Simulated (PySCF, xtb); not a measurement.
Al(Me)2(F) anion (C₂H₆AlF), SMILES [CH3][Al]([CH3])[F] (connectivity only; charge and spin as stated), charge -1, multiplicity 2.

Harmonic wavenumbers (cm⁻¹) from GFN2-xTB (xtb) at its own minimum, in rising order: 87, 97, 105, 130, 171, 422, 434, 449, 498, 510, 559, 609, 1326, 1334, 1530, 1531, 1532, 1537, 2836, 2845, 2847, 2853, 2870, 2880.

### Question
What does r2SCAN-D4/def2-SVPD (PySCF) give at its own minimum? (Estimate from the structure and the level; the computed values follow.)

### Answer
106, 119, 142, 181, 206, 506, 517, 564, 612, 614, 659, 700, 1136, 1136, 1402, 1406, 1408, 1418, 2949, 2952, 3041, 3044, 3073, 3073. Paired by order, the mean absolute difference is 114 cm⁻¹ and the zero-point energies are 42.9 and 44.3 kcal/mol.
